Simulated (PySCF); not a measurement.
4-methylidene-2,3-dihydropyrrole (C5H7N), SMILES N1CCC(C=1)=C.

Geometry optimised at PBE-D3(BJ)/def2-SVP. Other conformers were not sampled.

Method: PySCF 2.14.0 with PBE-D3(BJ)/def2-SVP.

No scaling factor is applied to the harmonic values.

### Question
List the normal modes with their intensities. (The exact figures need the calculation; the answer reports its results.)

### Answer

```tsv
mode	ν (cm⁻¹)	IR (km/mol)	moving atoms (share of kinetic energy)
1	65	0.0	H 50 %, C 49 %
2	293	1.9	C 42 %, N 31 %, H 27 %
3	341	0.6	C 57 %, H 38 %
4	509	15.9	H 56 %, C 38 %
5	633	1.4	C 81 %, H 14 %
6	679	1.3	H 94 %
7	776	0.3	H 70 %, C 26 %
8	778	11.1	N 51 %, C 44 %
9	869	5.8	C 73 %, H 26 %
10	869	30.4	H 72 %, C 28 %
11	907	5.5	C 49 %, H 47 %
12	918	1.9	H 65 %, C 32 %
13	941	1.6	C 56 %, H 32 %, N 12 %
14	971	24.9	C 52 %, H 35 %, N 13 %
15	1005	3.4	H 53 %, C 46 %
16	1139	1.3	H 82 %, C 15 %
17	1183	0.4	H 94 %
18	1208	2.8	H 59 %, C 41 %
19	1223	1.0	H 66 %, C 31 %
20	1270	2.4	H 64 %, C 27 %, N 9 %
21	1289	11.5	C 64 %, H 35 %
22	1378	3.2	H 84 %, C 15 %
23	1382	2.6	H 93 %
24	1405	11.1	H 90 %, C 9 %
25	1622	20.6	C 54 %, N 42 %
26	1672	7.7	C 93 %
27	2972	28.4	H 94 %
28	2996	10.0	H 94 %
29	3010	7.8	H 90 %, C 10 %
30	3044	8.0	H 90 %, C 10 %
31	3075	9.1	H 93 %
32	3077	12.0	H 93 %
33	3174	4.7	H 89 %, C 11 %
```
